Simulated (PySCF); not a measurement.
Species: C3H11B2N.
Cartesian coordinates in Å at the PBE0-D3(BJ)/def2-SVP level; atoms count from 1:
```
atom  x, y, z in Å
B1     1.4800   -1.3563   -0.2035
C2     1.1011   -0.3228    0.8709
B3     0.0947    0.5981    0.0172
C4     0.6228    1.9339   -0.6405
N5    -1.2402    0.2150   -0.1722
C6    -1.9368   -0.9505    0.3090
H7     2.3341   -1.1107   -1.0291
H8     0.8770   -2.4036   -0.3116
H9     1.9361    0.3223    1.1807
H10    0.5774   -0.7463    1.7412
H11    1.4943    1.7227   -1.2830
H12   -0.1259    2.4672   -1.2475
H13    0.9840    2.6276    0.1377
H14   -1.8273    0.8463   -0.7069
H15   -2.3037   -1.5814   -0.5184
H16   -2.8050   -0.6783    0.9333
H17   -1.2653   -1.5687    0.9180
```

All values: PBE0/pcSseg-1 and wB97X-D/def2-SVPD (PySCF, non-relativistic), on one gas-phase PBE0-D3(BJ)/def2-SVP geometry that isn't relaxed in the solvent. The solvent is an IEF-PCM continuum (cavity from Bondi-type radii × 1.2). Only the electrostatic response of the medium enters.

Gas phase at PBE0/pcSseg-1: HOMO -7.58 eV, LUMO -1.04 eV, dipole 2.09 D.

What does the continuum do to the energy, the frontier levels and the dipole at PBE0/pcSseg-1 in chloroform?

```
   solvent      ε  E(solvent) − E(gas) (kJ/mol)  polarisation term (kJ/mol)  distortion of the solute (kJ/mol)  HOMO (eV)  LUMO (eV)  dipole (D)
chloroform  4.711                         -7.54                       -8.23                               0.69      -7.44      -1.08        2.50
```

The first energy column is the sum of the next two and covers electrostatics alone.

Which radius a makes the point-dipole formula ΔE = −[(ε − 1)/(2ε + 1)]·μ²/a³ give the value in chloroform, with the gas-phase dipole?

μ = 0.821 au and |ΔE| = 0.00287 Eh give a = 2.31 Å; the farthest nucleus lies 3.03 Å from the centroid of the nuclei, so such a sphere wouldn't even hold the nuclei. The formula assumes a rigid point dipole at the centre of a sphere.

Give the dipole vector in the frame of the coordinates (D, pointing from negative to positive charge), gas and chloroform.

Gas (-2.02, 0.43, 0.29), solvent (-2.42, 0.52, 0.35). Its length changes by +20 % and its direction by less than 1°.

Which Hirshfeld charges (PBE0/pcSseg-1) respond most in chloroform (means over atoms taken as equivalent)?

```tsv
atoms	environment	gas (e)	solvent (e)	change
H14	N–H hydrogen	+0.125	+0.133	+0.008
B1	three-coordinate boron	+0.126	+0.122	-0.004
H7/H8	B–H hydrogen	-0.067	-0.070	-0.003
B3	three-coordinate boron	+0.175	+0.171	-0.004
C4	sp3 carbon bound to boron	-0.196	-0.198	-0.002
H15/H16/H17	methyl hydrogen	+0.046	+0.048	+0.002
N5	boron-bound nitrogen	-0.159	-0.157	+0.002
C2	sp3 carbon bound to boron	-0.213	-0.214	-0.001
```

Which Mayer bond orders change most in chloroform?

```
  bond  length (Å)    gas  solvent  change
 B3–N5       1.402  1.311    1.336  +0.025
 B1–C2       1.538  1.066    1.081  +0.015
N5–H14       1.014  0.917    0.908  -0.009
 C2–B3       1.609  0.921    0.913  -0.008
 N5–C6       1.441  0.969    0.966  -0.003
 B1–H7       1.213  0.985    0.982  -0.003
 C2–H9       1.100  0.940    0.938  -0.002
C2–H10       1.101  0.932    0.930  -0.002
```

How do the nuclear quadrupole coupling constants eQVzz/h respond in chloroform?

```tsv
nucleus	Q (barn)	gas (MHz)	solvent (MHz)	η gas	η solvent
11B at B1	0.04059	5.60	5.56	0.06	0.08
11B at B3	0.04059	3.66	3.61	0.21	0.22
14N at N5	0.02044	-3.20	-2.98	0.74	0.77
```

Gas phase at wB97X-D/def2-SVPD: HOMO -9.47 eV, LUMO 0.78 eV, dipole 1.89 D.

What does the continuum do to the energy, the frontier levels and the dipole at wB97X-D/def2-SVPD in chloroform?

```json
{"solvent": "chloroform", "ε": "4.711", "E(solvent) − E(gas) (kJ/mol)": "-7.14", "polarisation term (kJ/mol)": "-7.84", "distortion of the solute (kJ/mol)": "0.70", "HOMO (eV)": "-9.31", "LUMO (eV)": "0.76", "dipole (D)": "2.30"}
```

How does the static polarisability (wB97X-D/def2-SVPD, frozen core, with the continuum's full static response) change?

```tsv
medium	isotropic (au)	principal values (au)	⟨r²⟩ of the electrons (bohr²)
gas	74.9	64.1, 76.4, 84.3	712.0
chloroform	92.0	80.2, 92.9, 103.1	712.0
```

The isotropic value in chloroform is 1.23 times the gas-phase one; no cavity-field correction is applied. ⟨r²⟩ is taken about the centre of nuclear charge.

The pairwise dispersion term of wB97X-D wasn't added to the energies; at a given geometry it leaves orbitals and properties as they are.
